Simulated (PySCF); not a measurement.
# Energy of N²⁺ (nitrogen, charge +2) between two integer charges

The 2p alpha orbital of [He] 2s2 2p1 is emptied in steps (occupation f), with all orbitals relaxed, ending at [He] 2s2. Computed with PySCF 2.14 in def2-TZVP, with no relativity, point nucleus. The exact energy is a straight line in f; departures are measured from the line between the end points of the same method.

| f | UHF (eV) | LDA (eV) | PBE (eV) | PBE0 (eV) | r2SCAN (eV) | LC-wPBE (eV) | BHandHLYP (eV) | wB97X (eV) | MN15 (eV) | BLYP (eV) |
| --- | --- | --- | --- | --- | --- | --- | --- | --- | --- | --- |
| 1 | 0.000 | 0.000 | 0.000 | 0.000 | 0.000 | 0.000 | 0.000 | 0.000 | 0.000 | 0.000 |
| 0.8 | 0.116 | -1.491 | -1.473 | -1.079 | -1.343 | -0.626 | -0.692 | -0.639 | -0.929 | -1.481 |
| 0.6 | 0.171 | -2.240 | -2.210 | -1.616 | -1.998 | -0.934 | -1.033 | -0.949 | -1.385 | -2.218 |
| 0.4 | 0.168 | -2.240 | -2.206 | -1.609 | -1.977 | -0.925 | -1.025 | -0.934 | -1.374 | -2.208 |
| 0.2 | 0.111 | -1.490 | -1.463 | -1.066 | -1.304 | -0.607 | -0.676 | -0.606 | -0.907 | -1.460 |
| 0 | 0.000 | 0.000 | 0.000 | 0.000 | 0.000 | 0.000 | 0.000 | 0.000 | 0.000 | 0.000 |

```
   method  E(f=0) − E(f=1) (eV)  −ε at f=1 (eV)  −ε at f=0.4 (eV)
      UHF                47.297          48.030            47.144
      LDA                47.860          38.572            49.736
      PBE                48.022          38.828            49.898
     PBE0                48.005          41.257            49.386
   r2SCAN                48.219          39.776            49.979
  LC-wPBE                48.174          44.255            49.004
BHandHLYP                48.135          43.794            49.037
    wB97X                47.777          43.765            48.649
     MN15                47.605          41.776            48.810
     BLYP                48.189          38.940            50.095
```

Orbital energy along the path (eV):

| f | UHF | LDA | PBE | PBE0 | r2SCAN | LC-wPBE | BHandHLYP | wB97X | MN15 | BLYP |
| --- | --- | --- | --- | --- | --- | --- | --- | --- | --- | --- |
| 1 | -48.030 | -38.572 | -38.828 | -41.257 | -39.776 | -44.255 | -43.794 | -43.765 | -41.776 | -38.940 |
| 0.8 | -47.721 | -42.252 | -42.491 | -43.964 | -43.232 | -45.836 | -45.555 | -45.406 | -44.145 | -42.640 |
| 0.6 | -47.426 | -45.982 | -46.191 | -46.681 | -46.643 | -47.429 | -47.308 | -47.045 | -46.499 | -46.371 |
| 0.4 | -47.144 | -49.736 | -49.898 | -49.386 | -49.979 | -49.004 | -49.037 | -48.649 | -48.810 | -50.095 |
| 0.2 | -46.874 | -53.475 | -53.560 | -52.047 | -53.182 | -50.510 | -50.713 | -50.154 | -51.053 | -53.742 |
| 0 | -46.615 | -57.126 | -57.075 | -54.596 | -56.245 | -51.877 | -52.296 | -51.388 | -53.222 | -57.187 |

Reference removal energy between the ground levels: 47.445 eV (semi-empirical (NIST evaluation); NIST Atomic Spectra Database, ionization energies). The calculation has no spin-orbit coupling. UHF lacks correlation.
